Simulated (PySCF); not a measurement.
PySCF 2.14 output of an unrestricted r2SCAN calculation on a single atom or ion in x2c-TZVPPall with one added diffuse shell each of s, p, d, f type (9s7p7d3f1g, 95 functions), with scalar relativity by spin-free X2C-1e:

```
SCF conv_tol = 1e-09
number electrons alpha = 24  beta = 22
    J. W. Furness, A. D. Kaplan, J. Ning, J. P. Perdew, and J. Sun.,  J. Phys. Chem. Lett. 11, 8208-8215 (2020)
    J. W. Furness, A. D. Kaplan, J. Ning, J. P. Perdew, and J. Sun.,  J. Phys. Chem. Lett. 11, 9248-9248 (2020)
    J. W. Furness, A. D. Kaplan, J. Ning, J. P. Perdew, and J. Sun.,  J. Phys. Chem. Lett. 11, 8208-8215 (2020)
    J. W. Furness, A. D. Kaplan, J. Ning, J. P. Perdew, and J. Sun.,  J. Phys. Chem. Lett. 11, 9248-9248 (2020)
cycle= 1 E= -4783.6456463737  delta_E= -0.0223  |g|= 0.0749  |ddm|= 0.564
cycle= 2 E= -4783.64469825375  delta_E= 0.000948  |g|= 0.0884  |ddm|= 0.0891
cycle= 3 E= -4783.64604612627  delta_E= -0.00135  |g|= 0.0286  |ddm|= 0.0682
cycle= 4 E= -4783.64635386123  delta_E= -0.000308  |g|= 0.00161  |ddm|= 0.0348
cycle= 5 E= -4783.64636031762  delta_E= -6.46e-06  |g|= 0.000456  |ddm|= 0.0174
cycle= 6 E= -4783.64636228813  delta_E= -1.97e-06  |g|= 0.000169  |ddm|= 0.0159
cycle= 7 E= -4783.64636241851  delta_E= -1.3e-07  |g|= 2.43e-05  |ddm|= 0.00465
cycle= 8 E= -4783.64636242083  delta_E= -2.32e-09  |g|= 5.53e-06  |ddm|= 0.000728
cycle= 9 E= -4783.64636242086  delta_E= -3e-11  |g|= 5.24e-07  |ddm|= 5.81e-05
converged SCF energy = -4783.64636242086  <S^2> = 2.0218204  2S+1 = 3.0145118
```

The run itself started from symmetry-adapted Hartree-Fock orbitals and held the occupation by maximum overlap, on a logarithmic radial grid, so the iterations belong to that start.

Which element, charge and spin multiplicity is this?

Rh⁻ (rhodium, charge -1), multiplicity 3; the state was [Kr] 4d8 5s2, high-spin 3F determinant.

At r2SCAN the highest occupied level has a positive energy, so only the finite basis holds that electron; in a semilocal or global hybrid functional this comes from self-interaction and does not mean that the real anion is unbound.
